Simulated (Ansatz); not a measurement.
Ideal-gas functions of H$_{4}$NPTe, SMILES `NP[TeH]` at 298.15 K and 1 bar, from an Ansatz frequency run at PBE0-D4/def2-TZVP.

Molar mass 176.61 g/mol, point group C1 (symmetry number 1), electronic degeneracy 1, moments of inertia 30.711, 277.538, 297.532 u Å². Harmonic wavenumbers (cm⁻¹, unscaled): 184, 210, 303, 336, 543, 561, 716, 849, 904, 1072, 1606, 2128, 2427, 3565, 3666.

Use S(trans) = R[1.5 ln M + 2.5 ln T − 1.1517]; rotational temperatures θ = 24.2544 K / I; S(rot) = R[ln(√π/σ · √(T³/θAθBθC)) + 1.5]; for each mode x = 1.438777 ν̃/T, S = R[x/(eˣ − 1) − ln(1 − e⁻ˣ)] and H = RT x/(eˣ − 1); 1 cm⁻¹ = 0.0119627 kJ/mol; R = 8.31446 J/(mol·K).

Problem. By hand: the entropy, in J/(mol·K).

Solution. Translation 173.4. Rotation: θ = 0.7898, 0.0874, 0.0815 K, giving 109.8. Vibration, mode by mode: 9.57, 8.55, 5.86, 5.15, 2.34, 2.18, 1.20, 0.72, 0.58, 0.29, 0.03, 0.00, 0.00, 0.00, 0.00, in all 36.5. Electronic 0.0. Sum 319.7 J/(mol·K).

Problem. By hand: H − E and G − E in kJ/mol, counted from the electronic energy.

Solution. Zero-point energy ½ × 19070 × 0.0119627 = 114.1; thermal vibration 6.7; translation, rotation and pV give 4 RT = 9.9. H − E = 130.7 kJ/mol, and G − E = 130.7 − 298.15 × 319.7/1000 = 35.4 kJ/mol.

Vibration gives 11 % of the entropy. The sum counts one conformer and one mirror image; others add a mixing term.
